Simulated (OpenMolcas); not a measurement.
**Bi I: thermal populations, worked from levels**

- Program: OpenMolcas 26.06
- Basis: ANO-RCC-VQZP [9s8p6d4f3g]
- Scalar Hamiltonian: DKH2, point nucleus
- Active space: 5 electrons in 9 orbitals (RAS2 6s 6p; RAS3 6d, at most 2 electrons)
- State averaging: 2S+1 = 4 odd, 1 root; 2S+1 = 2 odd, 8 roots; 2S+1 = 4 even, 3 roots (0 in the spin-orbit step)
- Spin-orbit coupling: RASSI with atomic mean-field integrals over the reference wave functions, term energies averaged over their components

Methods: RASSCF; SS-RASPT2, IPEA 0.25 Eh, imaginary shift 0.1 Eh (closed shells correlated: 5d). Measured levels: NIST Handbook of Basic Atomic Spectroscopic Data.

**Thermal populations.** Z = Σ (2J + 1) exp(-E/kT) with k = 0.695035 cm-1/K, over the levels below. No other level of either list lies under 29900 cm-1, which is above 7 kT at each temperature.

```
                 Level  2J + 1  SS-RASPT2  measured
6s² 6p³ ⁴S°_3/2 [67 %]       4        0.0       0.0
6s² 6p³ ²D°_3/2 [65 %]       4      10400     11419
       6s² 6p³ ²D°_5/2       6      14140     15438
       6s² 6p³ ²P°_1/2       2      21210     21661
```

| T (K) | Z, SS-RASPT2 | Z, measured levels | Ground level (%), SS-RASPT2 | Ground level (%), measured levels |
| --- | --- | --- | --- | --- |
| 5000 | 4.308 | 4.224 | 92.9 | 94.7 |

At 5000 K, kT = 3475 cm-1, and the computed levels give Z = 4.000 + 0.201 + 0.103 + 0.004 = 4.308.

Term energies are means over components that CASPT2 splits; among the terms shown or strongly mixed into the levels shown the widest spread is 38 cm-1 (6s² 6p³ ²D°, SS-RASPT2). Some high roots are left out of the spin-orbit mixing, which shifts the levels that they would mix with. Active for correlation alone: 6d; no level in the range computed is led by a configuration that fills it, so any true level of that kind is missing. Spin-orbit splittings of 6p shells tend to come out small when the coupling is added on scalar orbitals. Measured partners are found by configuration, term and J. A level has none where our copy of the source lacks it or the pairing is in doubt (some pairs that miss far off the trend of their configuration count as doubtful), and it then counts in no deviation. Levels of configurations outside the active space are missing.

A share in square brackets marks a mixed level and gives the weight of the term that names it, the lowest over the columns. ° marks odd parity.
